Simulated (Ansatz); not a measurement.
Species: Si₂Cl₆, charge 0, multiplicity 1. SMILES: Cl[Si](Cl)(Cl)[Si](Cl)(Cl)Cl
Geometry from a B3LYP-D3(BJ)/def2-TZVP (Ansatz, an electronic-structure program) optimisation:
```xyz
8

Cl    -1.4391    -1.5131     1.6558
Si    -1.1371    -0.2313     0.0933
Cl    -2.1547     1.5094     0.4255
Cl    -1.7949    -1.0922    -1.6393
Si     1.1371     0.2313    -0.0933
Cl     1.7949     1.0922     1.6393
Cl     2.1547    -1.5094    -0.4255
Cl     1.4391     1.5131    -1.6558
```
Charge 0, spin multiplicity 1.

Atomisation energy built up term by term with Ansatz (kcal/mol; UHF references for open shells; valence terms freeze the core; atomic spin-orbit terms are left out). Basis-set limits of correlation are two-point, X^-3; Hartree-Fock from the larger set.

```tsv
term	basis	kcal/mol
Hartree-Fock	cc-pV(Q+d)Z	459.47
CCSD correlation	CBS(cc-pV(T+d)Z,cc-pV(Q+d)Z)	…
(T)	CBS(cc-pV(T+d)Z,cc-pV(Q+d)Z)	…
core correlation	cc-pwCVTZ	0.82
scalar relativity (X2C)	cc-pVTZ-DK against cc-pVTZ	-2.58
sum: De		…
```

Problem. Complete the blanks.

Solution. 
- CCSD correlation, kcal/mol: 155.46
- (T), kcal/mol: 20.14
- sum: De, kcal/mol: 633.3
